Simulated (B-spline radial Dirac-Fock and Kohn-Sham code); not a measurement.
# Auger decay of the M1 hole in Au³⁺

System: gold as Au³⁺ in the configuration [Xe] 4f14 5d8, inside a Watson sphere of charge -3 and radius 3 Å (a model of the Madelung potential; inside it an electron's potential energy is raised by 14.4 eV).

The run's input, task.json:

```json
{"items": [{
  "Z": 79,
  "q": 3,
  "cfg": [[1, 0, 2], [2, 0, 2], [2, 1, 6], [3, 0, 2], [3, 1, 6], [3, 2, 10], [4, 0, 2], [4, 1, 6], [4, 2, 10], [4, 3, 14], [5, 0, 2], [5, 1, 6], [5, 2, 8]],
  "A": 197,
  "rrms": 5.4371,
  "watson": [-3, 3.0],
  "do": ["binding", "quiet", "decay"],
  "holes": ["K", "L1", "L2", "L3", "M1", "M2", "M3", "M4", "M5", "N1", "N2", "N3", "N4", "N5", "N6", "N7"]
}]}
```

Command: `python xray_run.py task.json out`

Calculated with a radial finite-basis atomic code, using independent-particle rates on relativistic LDA orbitals of the hole state (multipoles up to L = 3, Coulomb Auger matrix elements, transition energies from Dirac-Fock). Kinetic energies are configuration averages from the vacuum level; the two-hole energies are estimated from single-hole states.

| transition | kinetic energy (eV) | width (meV) | share (%) |
| --- | --- | --- | --- |
| M1-M3N3 | 65.75 | 1300 | 7.2 |
| M1-M2O1 | 111.1 | 222 | 1.2 |
| M1-M2N6 | 128.1 | 572 | 3.2 |
| M1-M2N7 | 131.3 | 757 | 4.2 |
| M1-M2O2 | 153.0 | 210 | 1.2 |
| M1-M2O3 | 170.5 | 284 | 1.6 |
| M1-M3N4 | – | 428 | 2.4 |
| M1-M3N5 | – | 686 | 3.8 |
| M1-M4N1 | – | 490 | 2.7 |
| M1-M5N1 | – | 688 | 3.8 |
| M1-M3O1 | 516.1 | 208 | 1.2 |
| M1-M3N6 | 532.3 | 3420 | 19.0 |
| M1-M3N7 | 536.7 | 4260 | 23.6 |
| M1-M3O2 | 557.6 | 195 | 1.1 |
| M1-M3O3 | 575.6 | 212 | 1.2 |
| M1-M5N3 | – | 209 | 1.2 |
| M1-M4N4 | – | 172 | 1.0 |
| M1-M4N5 | – | 218 | 1.2 |
| M1-M5N4 | – | 244 | 1.4 |
| M1-M5N5 | – | 346 | 1.9 |
| M1-M4N6 | – | 172 | 1.0 |
| M1-M5N6 | – | 195 | 1.1 |
| M1-M5N7 | – | 306 | 1.7 |
| M1-N1N5 | – | 173 | 1.0 |

A dash stands for an energy that rests on an unreliable hole state.

Coster-Kronig rates are the weakest part of this model and often come out 1.5 to 2.5 times too large. The listed channels hold 89 % of the non-radiative rate. Summed by principal shells, of 18.0 eV in all: MMN 82.6 %, MMO 10.8 %, MNN 5.6 %, MNO 1.0 %.
